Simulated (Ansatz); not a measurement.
`N=C=[CH][GaH2]`, charge 0, multiplicity 1.

(1) Give a relaxed structure at PBE0-D4/def2-TZVP (the Gaussian-basis code of Ansatz). (An estimate is asked.)

Results:

(1) Computed: 
```xyz
8

N    -2.0426   -0.9347   -0.2198
C    -0.8458   -0.8169   -0.0575
C     0.4146   -0.6193    0.2374
Ga    1.1065    1.1839    0.2436
H    -2.4031   -1.0773   -1.1567
H     1.0283   -1.4828    0.4686
H     2.6129    1.3981    0.6094
H     0.1293    2.3490   -0.1251
```
